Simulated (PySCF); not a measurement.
Electron correlation in Ge²⁺ (germanium, charge +2)

[Ar] 3d10 4s2, closed-shell 1S. All numbers are calculated (PySCF 2.14, scalar relativity by spin-free X2C-1e, in cc-pVTZ-DK). Frozen: [Ar] 3d10; 2 electrons correlated.

Total MP2 correlation energy: -28.42 mhartree.

Same-spin part 0.00 and opposite-spin part -28.42 mhartree; SCS-MP2 scales them by 1/3 and 6/5 to -34.11 mhartree.

With two correlated electrons CCSD is exact within the correlated space (frozen core and kept virtual orbitals).

| level | correlation energy (mhartree) |
| --- | --- |
| CCSD | -39.36 |

Diagnostics: T1 = 0.0045, D1 = 0.0063, largest double amplitude 0.101.

Question: Is a single reference adequate?

Answer: Mostly. T1 lies below 0.03, but a double amplitude of this size points to a near-degeneracy that CCSD handles and MP2 describes poorly.
